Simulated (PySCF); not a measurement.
Al(H)(OH)(nPr) (C3H9AlO), SMILES [OH][AlH][CH2]CC.

Coordinates come from a PBE-D3(BJ)/def2-SVP optimisation. The structure was generated by enumeration; whether it is a known compound was not checked. The values are those of a single conformer.

Computed with PBE-D3(BJ)/def2-SVP (PySCF).

Frequencies are harmonic and unscaled.

```json
[
 {"mode": "1", "ν (cm⁻¹)": "21", "IR (km/mol)": "0.0", "moving atoms (share of kinetic energy)": "H 35 %, O 28 %, C 24 %, Al 14 %"},
 {"mode": "2", "ν (cm⁻¹)": "79", "IR (km/mol)": "0.1", "moving atoms (share of kinetic energy)": "C 47 %, H 34 %, O 14 %"},
 {"mode": "3", "ν (cm⁻¹)": "114", "IR (km/mol)": "0.7", "moving atoms (share of kinetic energy)": "C 44 %, H 33 %, Al 14 %, O 10 %"},
 {"mode": "4", "ν (cm⁻¹)": "228", "IR (km/mol)": "5.0", "moving atoms (share of kinetic energy)": "C 32 %, O 29 %, H 21 %, Al 18 %"},
 {"mode": "5", "ν (cm⁻¹)": "256", "IR (km/mol)": "0.0", "moving atoms (share of kinetic energy)": "H 93 %"},
 {"mode": "6", "ν (cm⁻¹)": "321", "IR (km/mol)": "3.1", "moving atoms (share of kinetic energy)": "C 48 %, H 30 %, Al 20 %"},
 {"mode": "7", "ν (cm⁻¹)": "373", "IR (km/mol)": "11.4", "moving atoms (share of kinetic energy)": "H 85 %, Al 9 %"},
 {"mode": "8", "ν (cm⁻¹)": "458", "IR (km/mol)": "171.1", "moving atoms (share of kinetic energy)": "H 83 %, O 9 %"},
 {"mode": "9", "ν (cm⁻¹)": "540", "IR (km/mol)": "180.2", "moving atoms (share of kinetic energy)": "H 90 %"},
 {"mode": "10", "ν (cm⁻¹)": "610", "IR (km/mol)": "59.9", "moving atoms (share of kinetic energy)": "H 66 %, C 26 %"},
 {"mode": "11", "ν (cm⁻¹)": "649", "IR (km/mol)": "65.8", "moving atoms (share of kinetic energy)": "H 39 %, C 37 %, Al 19 %"},
 {"mode": "12", "ν (cm⁻¹)": "683", "IR (km/mol)": "75.0", "moving atoms (share of kinetic energy)": "H 76 %, O 18 %"},
 {"mode": "13", "ν (cm⁻¹)": "756", "IR (km/mol)": "1.7", "moving atoms (share of kinetic energy)": "H 85 %, C 14 %"},
 {"mode": "14", "ν (cm⁻¹)": "838", "IR (km/mol)": "125.6", "moving atoms (share of kinetic energy)": "O 42 %, Al 40 %, H 15 %"},
 {"mode": "15", "ν (cm⁻¹)": "882", "IR (km/mol)": "7.3", "moving atoms (share of kinetic energy)": "H 53 %, C 44 %"},
 {"mode": "16", "ν (cm⁻¹)": "949", "IR (km/mol)": "11.5", "moving atoms (share of kinetic energy)": "H 91 %, C 9 %"},
 {"mode": "17", "ν (cm⁻¹)": "1016", "IR (km/mol)": "17.1", "moving atoms (share of kinetic energy)": "C 55 %, H 44 %"},
 {"mode": "18", "ν (cm⁻¹)": "1054", "IR (km/mol)": "22.1", "moving atoms (share of kinetic energy)": "C 62 %, H 38 %"},
 {"mode": "19", "ν (cm⁻¹)": "1136", "IR (km/mol)": "6.2", "moving atoms (share of kinetic energy)": "H 58 %, C 41 %"},
 {"mode": "20", "ν (cm⁻¹)": "1180", "IR (km/mol)": "1.3", "moving atoms (share of kinetic energy)": "H 66 %, C 34 %"},
 {"mode": "21", "ν (cm⁻¹)": "1275", "IR (km/mol)": "0.1", "moving atoms (share of kinetic energy)": "H 91 %, C 9 %"},
 {"mode": "22", "ν (cm⁻¹)": "1300", "IR (km/mol)": "19.4", "moving atoms (share of kinetic energy)": "H 70 %, C 30 %"},
 {"mode": "23", "ν (cm⁻¹)": "1342", "IR (km/mol)": "3.4", "moving atoms (share of kinetic energy)": "H 77 %, C 23 %"},
 {"mode": "24", "ν (cm⁻¹)": "1374", "IR (km/mol)": "1.8", "moving atoms (share of kinetic energy)": "H 89 %, C 11 %"},
 {"mode": "25", "ν (cm⁻¹)": "1411", "IR (km/mol)": "0.4", "moving atoms (share of kinetic energy)": "H 95 %"},
 {"mode": "26", "ν (cm⁻¹)": "1417", "IR (km/mol)": "7.8", "moving atoms (share of kinetic energy)": "H 97 %"},
 {"mode": "27", "ν (cm⁻¹)": "1426", "IR (km/mol)": "3.2", "moving atoms (share of kinetic energy)": "H 93 %"},
 {"mode": "28", "ν (cm⁻¹)": "1852", "IR (km/mol)": "208.3", "moving atoms (share of kinetic energy)": "H 96 %"},
 {"mode": "29", "ν (cm⁻¹)": "2934", "IR (km/mol)": "5.7", "moving atoms (share of kinetic energy)": "H 94 %"},
 {"mode": "30", "ν (cm⁻¹)": "2950", "IR (km/mol)": "35.9", "moving atoms (share of kinetic energy)": "H 94 %"},
 {"mode": "31", "ν (cm⁻¹)": "2959", "IR (km/mol)": "30.0", "moving atoms (share of kinetic energy)": "H 97 %"},
 {"mode": "32", "ν (cm⁻¹)": "2982", "IR (km/mol)": "4.5", "moving atoms (share of kinetic energy)": "H 91 %, C 9 %"},
 {"mode": "33", "ν (cm⁻¹)": "3002", "IR (km/mol)": "21.6", "moving atoms (share of kinetic energy)": "H 91 %, C 9 %"},
 {"mode": "34", "ν (cm⁻¹)": "3047", "IR (km/mol)": "31.9", "moving atoms (share of kinetic energy)": "H 91 %, C 9 %"},
 {"mode": "35", "ν (cm⁻¹)": "3050", "IR (km/mol)": "29.4", "moving atoms (share of kinetic energy)": "H 91 %, C 9 %"},
 {"mode": "36", "ν (cm⁻¹)": "3805", "IR (km/mol)": "66.9", "moving atoms (share of kinetic energy)": "H 94 %"}
]
```
